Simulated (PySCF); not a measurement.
C5H4F2O, SMILES C#C[C@@H]1COC1(F)F.

Geometry: B3LYP-D3(BJ)/def2-SVP. The structure was generated by enumeration; whether it is a known compound was not checked.

These are CAM-B3LYP/def2-TZVP run with PySCF values and carry that method's errors.

The molecule is in vacuum.

| Item | Value |
|---|---|
| total energy | -467.77434 hartree |
| highest occupied level | -9.66 eV |
| lowest empty level | 1.31 eV |
| orbital gap | 10.97 eV |
| dipole moment | 0.653 e·Å |
| quadrupole, principal values (traceless, Buckingham form, about the centre of nuclear charge) | -3.74, -0.87, 4.61 D·Å |
